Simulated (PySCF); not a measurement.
GeOCl, SMILES [O]=[Ge][Cl], multiplicity 2.

Geometry optimised at PBE-D3(BJ)/def2-TZVP.

Calculation: PBE-D3(BJ)/def2-TZVP (PySCF).

Frequencies are harmonic and unscaled.

Computed normal modes with their intensities:
| mode | ν (cm⁻¹) | IR (km/mol) | moving atoms (share of kinetic energy) |
|---|---|---|---|
| 1 | 157 | 8.9 | O 59 %, Ge 21 %, Cl 20 % |
| 2 | 365 | 49.1 | Cl 66 %, Ge 32 % |
| 3 | 829 | 17.8 | O 82 %, Ge 18 % |
